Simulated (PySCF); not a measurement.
# How methods differ on the excitation energy of As

As [Ar] 3d10 4s2 4p3 (4S) → As [Ar] 3d10 4s1 4p4 (4P), as a difference of total energies. Calculation: PySCF 2.14, in dyall-av3z; scalar relativity by spin-free X2C-1e. The calculations carry no spin-orbit coupling.

```tsv
method	excitation energy (eV)
UHF	8.574
TPSSh	8.963
PW91	9.107
BHandHLYP	9.086
```
